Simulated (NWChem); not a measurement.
## Atomisation of CHO2

```xyz
4

O     -0.9453     0.6808     0.0000
C     -0.3055    -0.3133     0.0000
O      0.9944    -0.4930     0.0000
H      1.4398     0.3772     0.0000
```
Charge 0, spin multiplicity 2.

The numbers come from NWChem runs, not from measurements. The geometry was optimised at UPBE0/def2-SVP, a minimum by its harmonic frequencies. It is one conformer; others weren't searched.

Basis set: def2-TZVP. The atomisation energy is electronic alone: no zero-point, thermal, spin-orbit or counterpoise terms. No value is extrapolated to the basis-set limit. Free atoms are single determinants with multiplicities O 3, C 3, H 2. Correlated methods freeze the same cores in atoms and molecule, 3 orbitals in all.

| method | atomisation energy (kcal/mol) | relative cost |
|---|---|---|
| LDA (SVWN5) | 483.8 | 1 |
| B3LYP | 393.0 | under 3 |
| PBE0 | 396.4 | under 3 |
| PBE | 419.6 | under 3 |
| BLYP | 403.3 | under 3 |
| r2SCAN | 400.2 | under 3 |
| TPSS | 394.5 | under 3 |
| HF | 244.8 | under 3 |
| MP2 | 397.1 | 4 |

The values span 239.0 kcal/mol, from HF (lowest) to LDA (SVWN5) (highest). Relative cost: rough, from shared machines, SCF included, LDA (SVWN5) = 1. Costs are the molecule's.

B3LYP has NWChem's definition, with VWN1-RPA local correlation. The structure started from a generated list of species. The unpaired electrons of the parent sit in orbitals of symmetry a' (Cs labels of the run); other states weren't searched. The stability of the SCF solutions was not checked. Open-shell Hartree-Fock references start from PBE0 orbitals; any time given for them includes that run.
